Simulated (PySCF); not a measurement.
C2H12GeO2Si2, SMILES [O]([Ge]([SiH3])([SiH3])[O]C)C, GFN2-xTB optimised geometry.

```
19

C      0.26    -1.16    -2.55
O     -0.34    -1.05    -1.29
Ge     0.07     0.18     0.00
Si    -1.77     1.69     0.00
Si     2.49     0.18     0.00
O     -0.45    -0.69     1.48
C      0.07    -1.92     1.94
H      0.14    -2.19    -2.90
H      1.33    -0.93    -2.52
H     -0.21    -0.49    -3.27
H     -1.61     2.69     1.06
H     -1.81     2.42    -1.28
H     -3.04     0.99     0.17
H      3.04    -1.16    -0.22
H      2.98     0.68     1.29
H      3.01     1.06    -1.05
H     -0.52    -2.22     2.81
H     -0.01    -2.69     1.17
H      1.12    -1.82     2.23
```

Density from PBE0/def2-SVP run with PySCF at that geometry.

Minimum of the electron density along straight lines between bonded atoms, close to the bond critical point (lines longer than 1.1 times the sum of covalent radii, or with two minima, are not listed):

```json
[
 {"bond": "C1–O2", "length / Å": "1.398", "ρ at the minimum / e bohr⁻³": "0.263", "∇²ρ there / e bohr⁻⁵": "-0.42", "position (fraction from the first atom)": "0.34"},
 {"bond": "O2–Ge3", "length / Å": "1.838", "ρ at the minimum / e bohr⁻³": "0.119", "∇²ρ there / e bohr⁻⁵": "0.51", "position (fraction from the first atom)": "0.53"},
 {"bond": "Ge3–Si4", "length / Å": "2.383", "ρ at the minimum / e bohr⁻³": "0.088", "∇²ρ there / e bohr⁻⁵": "-0.09", "position (fraction from the first atom)": "0.65"},
 {"bond": "Ge3–Si5", "length / Å": "2.413", "ρ at the minimum / e bohr⁻³": "0.086", "∇²ρ there / e bohr⁻⁵": "-0.13", "position (fraction from the first atom)": "0.53"},
 {"bond": "Ge3–O6", "length / Å": "1.801", "ρ at the minimum / e bohr⁻³": "0.129", "∇²ρ there / e bohr⁻⁵": "0.61", "position (fraction from the first atom)": "0.47"},
 {"bond": "O6–C7", "length / Å": "1.403", "ρ at the minimum / e bohr⁻³": "0.258", "∇²ρ there / e bohr⁻⁵": "-0.39", "position (fraction from the first atom)": "0.66"},
 {"bond": "C1–H8", "length / Å": "1.093", "ρ at the minimum / e bohr⁻³": "0.281", "∇²ρ there / e bohr⁻⁵": "-1.07", "position (fraction from the first atom)": "0.63"},
 {"bond": "C1–H9", "length / Å": "1.097", "ρ at the minimum / e bohr⁻³": "0.277", "∇²ρ there / e bohr⁻⁵": "-1.01", "position (fraction from the first atom)": "0.62"},
 {"bond": "C1–H10", "length / Å": "1.095", "ρ at the minimum / e bohr⁻³": "0.280", "∇²ρ there / e bohr⁻⁵": "-1.04", "position (fraction from the first atom)": "0.63"},
 {"bond": "Si4–H11", "length / Å": "1.466", "ρ at the minimum / e bohr⁻³": "0.116", "∇²ρ there / e bohr⁻⁵": "0.32", "position (fraction from the first atom)": "0.49"},
 {"bond": "Si4–H12", "length / Å": "1.471", "ρ at the minimum / e bohr⁻³": "0.115", "∇²ρ there / e bohr⁻⁵": "0.31", "position (fraction from the first atom)": "0.49"},
 {"bond": "Si4–H13", "length / Å": "1.462", "ρ at the minimum / e bohr⁻³": "0.118", "∇²ρ there / e bohr⁻⁵": "0.32", "position (fraction from the first atom)": "0.49"},
 {"bond": "Si5–H14", "length / Å": "1.469", "ρ at the minimum / e bohr⁻³": "0.116", "∇²ρ there / e bohr⁻⁵": "0.32", "position (fraction from the first atom)": "0.49"},
 {"bond": "Si5–H15", "length / Å": "1.465", "ρ at the minimum / e bohr⁻³": "0.116", "∇²ρ there / e bohr⁻⁵": "0.31", "position (fraction from the first atom)": "0.49"},
 {"bond": "Si5–H16", "length / Å": "1.467", "ρ at the minimum / e bohr⁻³": "0.116", "∇²ρ there / e bohr⁻⁵": "0.32", "position (fraction from the first atom)": "0.49"},
 {"bond": "C7–H17", "length / Å": "1.092", "ρ at the minimum / e bohr⁻³": "0.281", "∇²ρ there / e bohr⁻⁵": "-1.07", "position (fraction from the first atom)": "0.63"},
 {"bond": "C7–H18", "length / Å": "1.093", "ρ at the minimum / e bohr⁻³": "0.282", "∇²ρ there / e bohr⁻⁵": "-1.07", "position (fraction from the first atom)": "0.63"},
 {"bond": "C7–H19", "length / Å": "1.096", "ρ at the minimum / e bohr⁻³": "0.278", "∇²ρ there / e bohr⁻⁵": "-1.02", "position (fraction from the first atom)": "0.62"}
]
```
